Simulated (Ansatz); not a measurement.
Reaction (ligand exchange at a W–F bond): `[OH][W]([F])([F])([F])=[S]` + HCl → `[OH][W]([F])([F])(=[S])[Cl]` + H–F

Gas-phase electronic energies from Ansatz, PBE0-D4/def2-TZVP geometries. CCSD(T)/CBS adds triple-zeta CCSD(T) − MP2 to the extrapolated MP2 energy (def2 sets, frozen cores). This one scheme is used for every species. DFT in def2-TZVPP. Elements past krypton have def2 core potentials. For W outer-core shells are correlated without core-valence functions, which leaves a few kJ/mol of doubt a bond. Each species was taken in one conformer, which may not be the lowest.

`[OH][W]([F])([F])([F])=[S]`:

Cartesian coordinates in Å:
```
O -0.313 1.402 0.536
W -0.078 -0.350 -0.076
F -1.865 -0.608 0.318
F 1.304 0.356 -1.112
F -0.337 -1.482 -1.523
S 0.952 -1.423 1.407
H 0.337 2.104 0.448
```

HCl:

```xyz
2

Cl    0.002   -0.323    0.552
H    -0.002    0.323   -0.552
```

`[OH][W]([F])([F])(=[S])[Cl]`:

```xyz
7

O    -1.362    0.706    0.097
W     0.253   -0.187   -0.102
F    -0.859   -1.602   -0.753
F     1.030   -0.371   -1.763
S     1.525    1.420    0.506
Cl    0.767   -1.578    1.595
H    -1.355    1.612    0.419
```

H–F:

Cartesian coordinates in Å:
```
F -0.416 -0.151 -0.124
H 0.416 0.151 0.124
```

```csv
level,ΔE (eV)
BLYP-D4,0.84
PBE,0.82
```

Task: What does CCSD(T)/CBS give? (Best estimate.)

Result: The calculation gave: +0.68 eV. The listed levels differ from it by 0.16, 0.14 eV.

Largest T1 diagnostic among the species: 0.022, so the coupled-cluster value is less sure than usual.

At CCSD(T), def2-SVP lies +0.28 eV from the extrapolated value and def2-TZVPP +0.06 eV. The D4 term adds −0.08 eV with B3LYP and −0.04 eV with PBE0; it sums over pairs of atoms, weighted by their polarisabilities, and B3LYP, whose exchange is more repulsive, gets the larger term. In def2-TZVPP, CCSD(T) changes the Hartree–Fock value by −0.40 eV (the triples alone add −0.11 eV) and MP2 by −0.65 eV.

B3LYP here is the variant with VWN-RPA as its local correlation; programs differ in this.
